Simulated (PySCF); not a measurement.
What does the PBE0-D3(BJ)/def2-SVP structure of HgMe2 (`[CH3][Hg][CH3]`) look like in three dimensions? (Singlet state.)

```xyz
9
C2H6Hg angstrom
Hg     0.0140   -0.0099   -0.0031
C      0.0051   -0.0325    2.1006
H     -0.4565    0.8852    2.4971
H      1.0308   -0.0988    2.4961
H     -0.5651   -0.8946    2.4798
C      0.0245    0.0161   -2.1063
H     -1.0025    0.0001   -2.5028
H      0.5604   -0.8589   -2.5057
H      0.5222    0.9238   -2.4814
```

Orientation and origin are arbitrary. Atoms count from 1 in this order. 

Bonds between heavy atoms (Å): Hg1–C2 2.104, Hg1–C6 2.103.

Computed with PBE0-D3(BJ)/def2-SVP geometry optimisation, gas phase, def2 core potentials past Kr in PySCF.

Point group: near D3d, missed by 0.09 Å at most; the miss may be what the optimiser left on a soft mode (D3 holds within 0.08 Å). No PBE0-D3(BJ)/def2-SVP frequencies stand behind this structure, so it isn't proved a minimum.
